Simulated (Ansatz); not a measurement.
FHTe (SMILES F[TeH]) moved off its minimum; all values from Ansatz (a quantum-chemistry and plane-wave program), cores frozen in correlated methods. Elements past Kr take the def2 small-core potentials, without spin–orbit coupling.
(charge 0, multiplicity 1)
```xyz
3

Te     0.1827    -0.0596     0.1748
H      1.2930    -0.3202    -1.0045
F     -1.2254     0.3839    -1.0314
```

Forces at HF/def2-TZVPP (eV/Å):

```json
[
 {"atom": "Te1", "Fx": "-0.612", "Fy": "0.183", "Fz": "-0.297"},
 {"atom": "H2", "Fx": "-0.017", "Fy": "0.010", "Fz": "-0.128"},
 {"atom": "F3", "Fx": "0.630", "Fy": "-0.193", "Fz": "0.424"}
]
```

Problem. Give the forces (eV/Å), the total energy and the dipole at CCSD(T)/def2-TZVPPD.

Solution. 
```
atom      Fx      Fy      Fz
----  ------  ------  ------
Te1   -0.062  -0.007   0.591
H2     0.228  -0.049  -0.358
F3    -0.166   0.056  -0.233
```
Energy -367.4741 hartree, dipole 2.15 D.
